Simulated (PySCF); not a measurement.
CH₈ClN₃Si, SMILES Cl[Si](CN)(N)N.

Geometry: B3LYP-D3(BJ)/def2-SVP. The structure was generated by enumeration, and PubChem lists no compound with its InChIKey, so it may never have been made. One conformer was computed; it need not be the lowest.

Method: PBE/def2-TZVP (PySCF).

Gas-phase values at a fixed geometry.

```
Item                                                                                                            Value
---------------------------------------------------------------------------------------------  ----------------------
total energy                                                                                       -956.51248 hartree
highest occupied level                                                                                       -5.08 eV
lowest empty level                                                                                           -0.21 eV
orbital gap                                                                                                   4.88 eV
dipole moment                                                                                                  2.74 D
quadrupole, principal values (traceless, Buckingham form, about the centre of nuclear charge)  -10.53, 0.89, 9.64 D·Å
mean static polarisability                                                                      74.7 bohr³ (11.06 Å³)
polarisability, principal values                                                               68.9, 75.5, 79.6 bohr³
```
